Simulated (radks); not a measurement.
The numbers below are computed, except where a source is named.
All-electron atom: the potassium ion K4+ in [He] 2s2 2p4 3s2 3p3 4p2 (not the ground configuration). Level of theory: Dirac Kohn-Sham, BLYP, spin-unpolarised, spherical densities, point nucleus; open shells fill j = l - 1/2 first (a radial shooting solver on a logarithmic mesh with Libxc functionals).

Spin-orbit splittings of the eigenvalues, e(l+1/2) - e(l-1/2), with zeta = 2 splitting/(2l+1) and mean radii in bohr:

shell  occ.  splitting (eV)  zeta (eV)  <r> j=l-1/2  <r> j=l+1/2
2p        4           3.257      2.171       0.3295       0.3317
3p        3          0.5132     0.3421        1.071        1.076
4p        2          0.1162    0.07744        2.551        2.558
